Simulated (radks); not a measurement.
Species: the samarium ion Sm3+. Configuration: [Xe] 4f5.

All-electron calculation, scalar-relativistic Kohn-Sham, PBEsol, spin-polarised, spherical densities, point nucleus; open shells are filled with parallel spins first (spin-orbit coupling, left out, can overturn this in heavy ions). Program: a radial shooting solver on a logarithmic mesh with Libxc functionals.

Energy parts (eV):
part                      energy
total                 -283602.67
kinetic                303160.57
electron-nucleus      -688743.71
Hartree                108260.64
exchange-correlation    -6280.17

Orbitals (lengths in bohr, moments of r in powers of bohr):
orbital  occ.  eigenvalue (eV)   <1/r>
1s down     1        -46690.54   68.80
1s up       1        -46690.54   68.80
2s up       1        -7655.853   15.93
2s down     1        -7655.815   15.93
2p up       3        -6833.202   14.95
2p down     3        -6833.177   14.95
3s up       1        -1702.699   5.824
3s down     1        -1700.955   5.828
3p up       3        -1445.580   5.490
3p down     3        -1443.847   5.494
3d up       5        -1097.163   5.211
3d down     5        -1095.822   5.215
4s up       1        -364.8116   2.451
4s down     1        -360.5939   2.450
4p up       3        -280.1799   2.256
4p down     3        -275.9740   2.256
4d up       5        -161.4351   1.983
4d down     5        -157.2578   1.982
5s up       1         -72.0537  0.9688
5s down     1         -69.7769  0.9537
5p up       3         -50.7296  0.8316
5p down     3         -49.0210  0.8151
4f up       5         -33.8878   1.448
4f down     0         -30.1603   1.419

The highest occupied level is 4f up at -33.888 eV. Spin moment in Bohr magnetons: 5. For comparison, the ionisation energy in NIST's Atomic Spectra Database is 41.6 eV (semi-empirical). In exact Kohn-Sham theory the highest level is minus the ionisation energy, but local and semilocal functionals leave it too shallow, through self-interaction and a potential that decays too fast; potentials with the right tail come closer. Summed over all electrons, <r^2> = 36.17 bohr^2, which gives a Langevin (diamagnetic) susceptibility term of -28.7 x 10^-6 cm^3/mol. The density falls to 0.001 e/bohr^3 at r = 3.31 bohr.
